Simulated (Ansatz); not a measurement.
# Reading a saddle point

A first-order saddle point of AlSiH7SO, closed shell, PBE0-D4/def2-TZVP, with one imaginary mode of 952i cm⁻¹:

Al1  (-0.074, -0.721, -1.411)
S2  (2.121, 0.275, -1.355)
H3  (0.033, -2.289, -1.217)
H4  (-0.949, -0.017, -2.526)
H5  (1.072, 0.487, -0.188)
O6  (-0.132, 0.180, 0.185)
Si7  (-0.998, 0.622, 1.519)
H8  (2.685, -0.786, -0.754)
H9  (-0.157, 0.425, 2.726)
H10  (-1.388, 2.051, 1.418)
H11  (-2.213, -0.226, 1.602)
(Å)

Ansatz 0.2.0; basis: def2-TZVPP and def2-QZVPP; cores frozen in the correlated methods. Extrapolation: Hartree–Fock as exp(−7.88 √X), correlation as X^−2.97.

(1) Which contacts change along the imaginary mode, and what lies on either side? (Judge from chemistry; the calculation decides.)

(2) Which side is lower, and how far does the saddle lie above each? (To be estimated.)

The T1 diagnostic stays at or below 0.012. The end structure is not quite a true minimum (one mode of 27i cm⁻¹).

Results:

(1) The calculation gives: The step is AlH₃S ([AlH2][SH]) + SiH₄O ([OH][SiH3]) → AlSiH₅O ([AlH2][O][SiH3]) + H₂S (still joined by a long Al–S bond), with the molecules in contact on both sides. Shortening one way: Al1–O6, S2–H5; lengthening the same way: Al1–S2, H5–O6.
```json
{"pair": "Al1–O6", "one side (Å)": "1.99", "saddle (Å)": "1.83", "other side (Å)": "1.71"}
{"pair": "S2–H5", "one side (Å)": "2.59", "saddle (Å)": "1.58", "other side (Å)": "1.34"}
{"pair": "Al1–S2", "one side (Å)": "2.25", "saddle (Å)": "2.41", "other side (Å)": "2.56"}
{"pair": "H5–O6", "one side (Å)": "0.97", "saddle (Å)": "1.30", "other side (Å)": "3.20"}
```

(2) Computed: The side with Al1–O6, S2–H5 short is lower by 0.077 eV; the saddle lies 0.543 eV above it and 0.466 eV above the other (CCSD(T) at an estimated basis limit (MP2 extrapolated from triple and quadruple zeta, plus CCSD(T) − MP2 in triple zeta); electronic energies).

Labels in which every atom is bracketed show which atoms are joined, not bond orders.

For scale, one of the runs: CCSD(T)/def2-TZVPP, 255 basis functions, launched by `ansatz run in.yaml --threads 4 --pin off --events-out ev --progress --plain --max-ram 9574MiB`. Hardware: 4 CPU threads of an AMD EPYC, shared host. Wall time 4.5 min; peak host memory 5.1 GiB.
